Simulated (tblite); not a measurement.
A geometry optimisation, step by step.

Species: C₅H₁₄GeSSi.
Atom-mapped SMILES: `[CH3:1][C:2](=[S:3])[CH2:4][C@:5]([CH3:6])([SiH3:7])[GeH3:8]` (hydrogens: H9, H10, H11 on C1; H12, H13 on C4; H14, H15, H16 on C6; H17, H18, H19 on Si7; H20, H21, H22 on Ge8)

Computed with GFN2-xTB (tblite), gas phase: L-BFGS steps from a force-field or distance-geometry start until the largest atomic force falls under 0.01 eV/Å. 5 of its 138 geometries are shown.

Step 0: E = -670.4699 eV, largest atomic force 13.602 eV/Å
```
atom  x, y, z in Å  |  force x, y, z in eV/Å
C1      2.619   -0.199    0.642    0.419  -1.394  -0.780
C2      1.785    0.808   -0.113   -2.437 -10.202   1.126
S3      2.293    2.160   -0.074    4.494  12.837   0.174
C4      0.563    0.527   -0.842   -0.153   0.008  -2.293
C5     -0.596   -0.036   -0.133   -0.777  -0.851  -0.240
C6     -0.285   -1.366    0.491   -0.359  -1.318   0.638
Si7    -1.872   -0.393   -1.487   -0.774   0.108  -0.256
Ge8    -1.469    1.061    1.164   -1.192   1.185   0.800
H9      3.593    0.252    0.963   -1.008  -0.266  -0.148
H10     2.872   -1.022   -0.078   -0.145   0.333   0.719
H11     2.084   -0.626    1.495    0.225   0.082  -0.138
H12     0.246    1.475   -1.336    0.228  -0.278   0.294
H13     0.795   -0.154   -1.694    0.190   0.076   0.245
H14     0.617   -1.808    0.017   -0.729  -0.014   0.601
H15    -0.212   -1.296    1.606    0.441  -0.241  -0.800
H16    -1.177   -2.012    0.301    0.863  -0.063   0.336
H17    -1.403   -1.573   -2.217   -0.054   0.029  -0.023
H18    -1.894    0.797   -2.329   -0.110   0.026  -0.190
H19    -3.192   -0.597   -0.854    0.248  -0.088  -0.175
H20    -2.500    1.959    0.422    0.469  -0.167   0.454
H21    -0.541    1.946    2.009   -0.318  -0.296  -0.099
H22    -2.336    0.118    2.048    0.479   0.496  -0.244
```

Step 34: E = -672.2811 eV, largest atomic force 0.143 eV/Å
```
atom  x, y, z in Å  |  force x, y, z in eV/Å
C1      2.585   -0.156    0.622    0.017   0.028  -0.026
C2      1.705    0.885    0.024    0.029  -0.032   0.026
S3      1.931    2.455    0.387   -0.049   0.026  -0.015
C4      0.619    0.469   -0.910    0.043   0.034   0.049
C5     -0.629   -0.125   -0.223    0.074  -0.121  -0.016
C6     -0.324   -1.445    0.483    0.031  -0.070  -0.008
Si7    -1.941   -0.437   -1.583    0.029  -0.027   0.004
Ge8    -1.388    1.141    1.119   -0.020   0.013   0.010
H9      3.535    0.283    0.921    0.001  -0.036  -0.033
H10     2.748   -0.978   -0.075    0.029   0.001   0.085
H11     2.114   -0.555    1.525    0.070   0.008  -0.060
H12     0.298    1.363   -1.452    0.031  -0.041  -0.103
H13     1.024   -0.262   -1.623   -0.092   0.055   0.034
H14     0.296   -2.092   -0.140   -0.038   0.018  -0.010
H15     0.198   -1.291    1.431   -0.098  -0.043  -0.030
H16    -1.250   -1.984    0.698    0.063   0.087   0.040
H17    -1.460   -1.545   -2.413    0.014   0.001  -0.022
H18    -2.069    0.773   -2.396   -0.063  -0.007   0.018
H19    -3.192   -0.825   -0.931   -0.025   0.032  -0.026
H20    -2.193    2.234    0.493    0.036   0.016   0.026
H21    -0.336    1.733    1.992   -0.001   0.066   0.106
H22    -2.280    0.377    2.049   -0.081  -0.007  -0.048
```

Step 68: E = -672.4035 eV, largest atomic force 0.063 eV/Å
```
atom  x, y, z in Å  |  force x, y, z in eV/Å
C1      2.734   -0.035    0.567   -0.013  -0.002  -0.031
C2      1.658    0.859    0.059   -0.043  -0.044  -0.013
S3      1.537    2.390    0.597   -0.012   0.031   0.018
C4      0.657    0.335   -0.911   -0.029  -0.001  -0.005
C5     -0.627   -0.162   -0.217   -0.009  -0.009   0.028
C6     -0.375   -1.480    0.508   -0.008   0.005   0.018
Si7    -1.967   -0.424   -1.560    0.008  -0.003   0.002
Ge8    -1.375    1.162    1.086   -0.002   0.027  -0.014
H9      3.673    0.513    0.626    0.026  -0.016   0.024
H10     2.859   -0.919   -0.053    0.012  -0.014  -0.017
H11     2.486   -0.354    1.581    0.028   0.003   0.009
H12     0.386    1.149   -1.589   -0.003  -0.009  -0.008
H13     1.078   -0.488   -1.500    0.012   0.048   0.011
H14    -0.064   -2.258   -0.191    0.014  -0.001   0.029
H15     0.393   -1.385    1.276    0.003   0.029   0.002
H16    -1.287   -1.815    1.004   -0.010  -0.005  -0.027
H17    -1.423   -1.387   -2.524   -0.016  -0.003  -0.011
H18    -2.239    0.853   -2.218    0.000   0.002  -0.017
H19    -3.172   -0.959   -0.931   -0.004  -0.015  -0.016
H20    -1.654    2.511    0.511    0.030  -0.021   0.004
H21    -0.579    1.296    2.350   -0.008  -0.004   0.016
H22    -2.709    0.615    1.528    0.024  -0.001  -0.002
```

Step 103: E = -672.4188 eV, largest atomic force 0.064 eV/Å
```
atom  x, y, z in Å  |  force x, y, z in eV/Å
C1      2.784   -0.094    0.457   -0.008   0.017  -0.015
C2      1.652    0.811    0.112   -0.006  -0.010  -0.023
S3      1.502    2.266    0.825    0.042  -0.002   0.048
C4      0.632    0.371   -0.878    0.011   0.005  -0.013
C5     -0.654   -0.136   -0.200    0.009   0.015   0.015
C6     -0.374   -1.417    0.577    0.010   0.009   0.009
Si7    -1.946   -0.483   -1.569   -0.007   0.010  -0.002
Ge8    -1.427    1.211    1.070   -0.018   0.044   0.000
H9      3.714    0.471    0.477    0.017  -0.014   0.025
H10     2.874   -0.923   -0.242   -0.010   0.015   0.016
H11     2.633   -0.495    1.461    0.028  -0.006  -0.013
H12     0.378    1.229   -1.506   -0.045  -0.011  -0.013
H13     1.035   -0.422   -1.515    0.005   0.007  -0.019
H14     0.115   -2.159   -0.054   -0.013  -0.045  -0.016
H15     0.269   -1.228    1.437    0.029  -0.001   0.045
H16    -1.305   -1.845    0.947   -0.007   0.001   0.020
H17    -1.357   -1.455   -2.497    0.000   0.020   0.007
H18    -2.234    0.773   -2.260   -0.008   0.004  -0.033
H19    -3.153   -1.049   -0.969    0.002   0.007   0.007
H20    -1.585    2.592    0.528    0.006  -0.009  -0.038
H21    -0.742    1.258    2.404    0.009  -0.013  -0.012
H22    -2.821    0.745    1.394   -0.046  -0.043   0.004
```

Step 137: E = -672.4316 eV, largest atomic force 0.010 eV/Å
```
atom  x, y, z in Å  |  force x, y, z in eV/Å
C1      2.843   -0.134    0.347    0.000   0.001   0.004
C2      1.663    0.761    0.177   -0.003  -0.005   0.006
S3      1.489    2.086    1.104    0.002  -0.002  -0.002
C4      0.622    0.413   -0.830   -0.003  -0.005   0.002
C5     -0.663   -0.118   -0.169   -0.004  -0.003   0.003
C6     -0.372   -1.374    0.645    0.001  -0.003  -0.003
Si7    -1.915   -0.518   -1.561    0.000   0.001  -0.003
Ge8    -1.506    1.244    1.036   -0.004   0.008   0.004
H9      3.760    0.453    0.333    0.007   0.001  -0.001
H10     2.890   -0.901   -0.423    0.003   0.008  -0.004
H11     2.798   -0.620    1.322    0.003   0.001   0.003
H12     0.364    1.316   -1.392    0.001  -0.006   0.001
H13     1.009   -0.333   -1.530   -0.005  -0.001  -0.002
H14     0.091   -2.148    0.031    0.003  -0.001  -0.002
H15     0.294   -1.160    1.482   -0.005   0.002  -0.004
H16    -1.299   -1.776    1.054    0.005   0.002   0.003
H17    -1.280   -1.494   -2.454    0.003  -0.002   0.000
H18    -2.217    0.708   -2.301    0.000   0.002  -0.004
H19    -3.121   -1.097   -0.974   -0.005   0.004   0.000
H20    -1.566    2.616    0.449   -0.001  -0.005  -0.001
H21    -0.953    1.286    2.428    0.000  -0.001  -0.002
H22    -2.940    0.810    1.225    0.001   0.002   0.004
```

Problem. Summarise the path.

Solution. The energy falls by 45.24 kcal/mol from step 0 to step 137; nine tenths of that is first reached at step 26. It falls at every step. The largest force goes from 13.602 to 0.010 eV/Å. Among the bonds C2=S3 changes most, from 1.444 to 1.627 Å; the atoms move by 0.643 Å rms after alignment.

Problem. Follow the three bonds and two angles with the largest change from start to end.

Solution. 
```tsv
step	E above end (kcal/mol)	largest force (eV/Å)	C2=S3 (Å)	C5–Ge8 (Å)	C4–C5 (Å)	H21–Ge8–H22 (°)	C2–C4–C5 (°)
0	45.24	13.602	1.444	1.910	1.471	111.9	119.7
6	9.77	0.544	1.645	1.987	1.540	110.3	118.6
12	7.34	0.209	1.628	2.005	1.544	105.0	119.5
18	6.33	0.245	1.625	2.010	1.540	105.9	119.4
24	4.95	0.215	1.629	2.004	1.549	107.5	117.3
30	3.78	0.179	1.628	2.005	1.545	105.6	115.5
36	3.24	0.188	1.631	1.996	1.540	104.9	114.0
42	2.74	0.217	1.627	2.007	1.546	105.0	112.8
48	2.09	0.335	1.635	2.016	1.547	104.4	109.7
54	1.31	0.166	1.630	2.000	1.539	103.0	112.2
60	0.85	0.122	1.626	2.001	1.540	104.1	112.2
66	0.68	0.080	1.627	2.005	1.543	105.1	112.5
71	0.61	0.062	1.629	2.002	1.540	104.4	112.2
77	0.56	0.057	1.628	2.004	1.542	104.5	112.3
83	0.53	0.038	1.629	2.004	1.542	104.5	112.5
89	0.46	0.056	1.629	2.002	1.541	104.3	112.4
95	0.41	0.039	1.628	2.003	1.541	104.6	112.1
101	0.34	0.086	1.627	2.008	1.541	104.0	112.2
107	0.21	0.077	1.628	2.011	1.540	104.0	111.9
113	0.12	0.069	1.628	2.004	1.540	104.0	112.0
119	0.04	0.033	1.627	2.005	1.540	104.2	112.1
125	0.02	0.029	1.627	2.006	1.540	103.9	112.1
131	0.01	0.024	1.627	2.004	1.539	103.9	111.9
137	0.00	0.010	1.627	2.005	1.540	104.0	112.0
```

The cost below is that of the whole relaxation. Hardware: an Arm Neoverse N1 with one thread, shared host with 64 logical CPUs at a one-minute load of 60. Cost: 2.7 s wall.
